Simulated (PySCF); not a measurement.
# Working out the ionisation energy of Se²⁺

Se²⁺ [Ar] 3d10 4s2 4p2 (3P) → Se³⁺ [Ar] 3d10 4s2 4p1 (2P). Computed with PySCF 2.14 in def2-TZVPPD, with the non-relativistic Hamiltonian (point nucleus). Frozen: [Ar] 3d10. Energies in hartree (1 hartree = 27.21139 eV):

```tsv
part	Se²⁺ (lower)	Se³⁺ (upper)
UHF	-2398.746358	-2397.609010
CCSD correlation	-0.073735	-0.058170
(T)	-0.001574	-0.000719
```

Question: What does Hartree-Fock give?

Answer: (-2397.609010) − (-2398.746358) = 1.137348 hartree = 30.949 eV.

Question: What do CCSD and CCSD(T) give?

Answer: The CCSD correlation energies differ by 0.015565 hartree = 0.424 eV and the triples by 0.000855 hartree = 0.023 eV, so CCSD gives 31.373 eV and CCSD(T) 31.396 eV.

A first-order spin-orbit estimate adds -0.037 eV to CCSD(T) (valence), giving 31.359 eV against 31.697 ± 0.019 eV (measured; NIST Atomic Spectra Database, ionization energies).

The calculation is non-relativistic.

What remains against the reference includes basis incompleteness, the frozen core and higher excitations.
